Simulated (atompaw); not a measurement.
# u(r) = r·R(r): atom against pseudo-atom (thulium)

Columns: radius, all-electron u(r) and pseudo u(r) of the 5d shell (level -1.41 eV) of thulium in the configuration [Kr] 4d10 5s2 4f12.5 5p6 5d0.5 6s2 6p0; PBE, scalar-relativistic, PAW (atompaw) scheme, atompaw 4.2.0.5.

| r (bohr) | all-electron | pseudo |
| --- | --- | --- |
| 0.115 | 0.1403 | 0.0003 |
| 0.231 | 0.0038 | 0.0028 |
| 0.346 | -0.1776 | 0.0091 |
| 0.462 | -0.2147 | 0.0209 |
| 0.577 | -0.1422 | 0.0393 |
| 0.692 | -0.0242 | 0.0647 |
| 0.808 | 0.1011 | 0.0975 |
| 0.923 | 0.2137 | 0.1365 |
| 1.038 | 0.3083 | 0.1807 |
| 1.154 | 0.3848 | 0.2291 |
| 1.269 | 0.4432 | 0.2789 |
| 1.385 | 0.4872 | 0.3288 |
| 1.500 | 0.5184 | 0.3761 |
| 1.615 | 0.5395 | 0.4193 |
| 1.731 | 0.5528 | 0.4572 |
| 1.846 | 0.5597 | 0.4881 |
| 1.962 | 0.5618 | 0.5117 |
| 2.077 | 0.5601 | 0.5278 |
| 2.192 | 0.5557 | 0.5368 |
| 2.308 | 0.5490 | 0.5395 |
| 2.423 | 0.5410 | 0.5371 |
| 2.538 | 0.5318 | 0.5308 |
| 2.654 | 0.5217 | 0.5218 |
| 2.769 | 0.5113 | 0.5115 |
| 2.885 | 0.5004 | 0.5004 |
| 3.000 | 0.4893 | 0.4893 |

How many radial nodes do the two functions have?

The all-electron 5d function has n − l − 1 = 2; the pseudo-wave has 0, since the states of the same l below it are removed with the core.

Is the pseudo-wave norm-conserving?

No, it belongs to a PAW set: the norm inside the radius is not constrained, and the difference is carried by the augmentation charge.
